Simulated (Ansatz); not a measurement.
`C#C[SiH](N)[GaH2]` + `C#C[SiH2]O` → `N[SiH](O)[GaH2]` + `C#C[SiH2]C#C`  (redistribution)

Isolated molecules relaxed with PBE0-D4/def2-TZVP in Ansatz; ΔE leaves out vibrations. CCSD(T)/CBS is the MP2 limit (def2-TZVPP, def2-QZVPP) plus CCSD(T) − MP2 in def2-TZVPP, frozen cores. DFT in def2-TZVPP. For Ga outer-core shells are correlated without core-valence functions, which leaves a few kJ/mol of doubt a bond. Scalar relativity is left out up to krypton. One conformer a species, not always the lowest.

```
       level  ΔE (kJ/mol)
     BLYP-D4         -1.4
      B97M-V         -0.6
     ωB97M-V         -1.7
HF/CBS(def2)          1.0
```

What does CCSD(T)/CBS give? (An estimate is asked.)

Ansatz gave: -1.7 kJ/mol. The listed levels differ from it by 0.3, 1.1, 0.0, 2.7 kJ/mol.

What do rigid-rotor, harmonic-oscillator terms from PBE0-D4/def2-TZVP frequencies (298.15 K, 1 bar) make of the CCSD(T)/CBS value? (Best estimate.)

Computed: ΔZPE = 0.0 kJ/mol, ΔH = -2.1 kJ/mol, ΔS = -9 J/(mol·K), ΔG = +0.6 kJ/mol.

Largest T1 diagnostic among the species: 0.013.

Leaving LDA and LC-ωPBE aside and taking each functional with its dispersion term where it has one, the values, not all of them listed here, spread over 3.6 kJ/mol, from CAM-B3LYP-D4 to r2SCAN0-D4.

CCSD(T)/CBS has its own doubt, a few kJ/mol and more with outer-core shells, so smaller differences from it don't rank the levels.
